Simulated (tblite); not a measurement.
Species: C4H7FN2Si2.
Atom-mapped SMILES: `[CH2:1]=[N:2]/[C:3]([SiH2:4][F:5])=[C:6](\[SiH3:7])[C:8]#[N:9]` (hydrogens: H10, H11 on C1; H12, H13 on Si4; H14, H15, H16 on Si7)

Computed with GFN2-xTB (tblite), gas phase: L-BFGS steps from a force-field or distance-geometry start until the largest atomic force falls under 0.01 eV/Å.

Step 24: E = -711.4142 eV
```
atom  x, y, z in Å  |  force x, y, z in eV/Å
C1     -0.7599    2.2734   -0.0412   -0.056  -0.039  -0.043
N2     -0.3583    1.2574   -0.6552   -0.046  -0.033  -0.016
C3     -0.3998   -0.0394   -0.2625    0.082  -0.024  -0.018
Si4    -2.1061   -0.9048   -0.3014    0.086   0.029  -0.005
F5     -2.4962   -1.1592    1.2391   -0.017   0.018  -0.024
C6      0.7489   -0.7064    0.0233    0.034  -0.007   0.041
Si7     2.4581    0.1213    0.0116   -0.067  -0.010   0.028
C8      0.6810   -2.0377    0.4401   -0.003  -0.009  -0.011
N9      0.6678   -3.1185    0.8352    0.024  -0.004  -0.059
H10    -0.7010    3.2286   -0.5452   -0.009  -0.018   0.067
H11    -1.1675    2.2413    0.9716    0.047   0.110  -0.027
H12    -2.0763   -2.1926   -0.9606    0.057  -0.041   0.031
H13    -3.1033    0.0269   -0.8017   -0.013   0.050   0.034
H14     2.4222    1.1234   -1.0554    0.000  -0.032   0.010
H15     2.6800    0.7745    1.3067   -0.023   0.007  -0.004
H16     3.5028   -0.8791   -0.2158   -0.096   0.002  -0.004
```

Step 25: E = -711.4162 eV
```
atom  x, y, z in Å  |  force x, y, z in eV/Å
C1     -0.7620    2.2759   -0.0420   -0.032  -0.075  -0.048
N2     -0.3633    1.2546   -0.6495   -0.042   0.042  -0.045
C3     -0.4005   -0.0412   -0.2584    0.030   0.056  -0.015
Si4    -2.1053   -0.9029   -0.3004    0.017  -0.009   0.000
F5     -2.5013   -1.1612    1.2384   -0.012   0.028  -0.031
C6      0.7487   -0.7040    0.0266    0.078  -0.057   0.044
Si7     2.4570    0.1193    0.0134   -0.008   0.020   0.029
C8      0.6852   -2.0362    0.4368   -0.012  -0.098   0.013
N9      0.6756   -3.1201    0.8241    0.025   0.026  -0.064
H10    -0.7023    3.2277   -0.5528   -0.015  -0.028   0.069
H11    -1.1639    2.2508    0.9728    0.039   0.115  -0.020
H12    -2.0746   -2.1926   -0.9559    0.057  -0.040   0.023
H13    -3.1046    0.0274   -0.8035    0.012   0.036   0.044
H14     2.4245    1.1204   -1.0556   -0.002  -0.037   0.018
H15     2.6781    0.7746    1.3087   -0.020   0.000  -0.019
H16     3.5013   -0.8834   -0.2141   -0.114   0.020   0.003
```

Step 26: E = -711.4184 eV
```
atom  x, y, z in Å  |  force x, y, z in eV/Å
C1     -0.7653    2.2780   -0.0435   -0.003  -0.079  -0.042
N2     -0.3697    1.2518   -0.6445   -0.024   0.094  -0.067
C3     -0.4002   -0.0426   -0.2539   -0.031   0.105  -0.011
Si4    -2.1041   -0.9011   -0.2995   -0.053  -0.045  -0.004
F5     -2.5077   -1.1628    1.2371   -0.004   0.038  -0.032
C6      0.7494   -0.7020    0.0307    0.085  -0.086   0.036
Si7     2.4555    0.1175    0.0160    0.051   0.050   0.026
C8      0.6898   -2.0356    0.4329   -0.017  -0.165   0.029
N9      0.6849   -3.1230    0.8109    0.023   0.038  -0.062
H10    -0.7042    3.2264   -0.5600   -0.024  -0.024   0.051
H11    -1.1592    2.2642    0.9740    0.029   0.098  -0.005
H12    -2.0718   -2.1936   -0.9504    0.056  -0.030   0.018
H13    -3.1060    0.0284   -0.8044    0.045   0.014   0.054
H14     2.4273    1.1163   -1.0554   -0.005  -0.033   0.020
H15     2.6760    0.7745    1.3105   -0.015   0.001  -0.020
H16     3.4977   -0.8876   -0.2118   -0.114   0.023   0.008
```

**Question.** Estimate the geometry and energy of step 27. (The exact step hangs on the optimiser's Hessian estimate; all steps are aligned on step 26, rigid shifts and turns removed.)

**Answer.** E = -711.4211 eV, largest force 0.196 eV/Å
```
atom  x, y, z in Å  |  force x, y, z in eV/Å
C1     -0.7698    2.2809   -0.0460    0.029  -0.049  -0.021
N2     -0.3784    1.2498   -0.6400    0.010   0.107  -0.072
C3     -0.3995   -0.0427   -0.2474   -0.084   0.107  -0.004
Si4    -2.1033   -0.8995   -0.2976   -0.098  -0.071  -0.014
F5     -2.5169   -1.1649    1.2359    0.003   0.047  -0.026
C6      0.7507   -0.7004    0.0367    0.047  -0.090   0.018
Si7     2.4544    0.1158    0.0197    0.087   0.072   0.021
C8      0.6960   -2.0367    0.4278   -0.024  -0.192   0.033
N9      0.6981   -3.1286    0.7923    0.019   0.035  -0.054
H10    -0.7076    3.2249   -0.5689   -0.038  -0.005   0.016
H11    -1.1522    2.2840    0.9755    0.020   0.060   0.010
H12    -2.0675   -2.1950   -0.9430    0.055  -0.020   0.011
H13    -3.1068    0.0295   -0.8056    0.075  -0.008   0.062
H14     2.4312    1.1104   -1.0548   -0.009  -0.017   0.012
H15     2.6729    0.7743    1.3124   -0.003   0.013  -0.003
H16     3.4909   -0.8929   -0.2082   -0.088   0.010   0.010
```

The energy changes by -0.0027 eV. The first-order estimate −F·Δx gives -0.0037 eV and the mean of the old and new forces, exact on a quadratic surface, -0.0027 eV. The step makes an angle of 76° with the force vector and moves no atom by more than 0.023 Å.

The cost below is that of the whole relaxation. Hardware: Arm Neoverse N1, one thread, no GPU (shared host). Cost: 3.0 s.
